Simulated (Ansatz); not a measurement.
Reaction (redistribution): `[CH3][In]([NH2])[O][SiH3]` + `C[N](C)[In]([F])[SH]` → `C[N](C)[In]([CH3])[O][SiH3]` + `[NH2][In]([F])[SH]`

Gas-phase electronic energies from Ansatz, PBE0-D4/def2-TZVP geometries. CCSD(T)/CBS adds triple-zeta CCSD(T) − MP2 to the extrapolated MP2 energy (def2 sets, frozen cores). DFT in def2-TZVPP. B3LYP here is the variant with VWN-RPA as its local correlation; programs differ in this. def2 core potentials past Kr. For In outer-core shells are correlated without core-valence functions, which leaves a few kJ/mol of doubt a bond. One conformer a species, not always the lowest.

```tsv
level	ΔE (kcal/mol)
B3LYP	0.4
SCS-MP2/def2-TZVPP	0.3
CCSD(T)/def2-TZVPP	-0.1
HF/CBS(def2)	0.6
```

Task: What does CCSD(T)/CBS give? (An estimate is asked.)

Result: Ansatz gave: +0.2 kcal/mol. The listed levels differ from it by 0.2, 0.1, -0.3, 0.4 kcal/mol.

Largest T1 diagnostic among the species: 0.015.
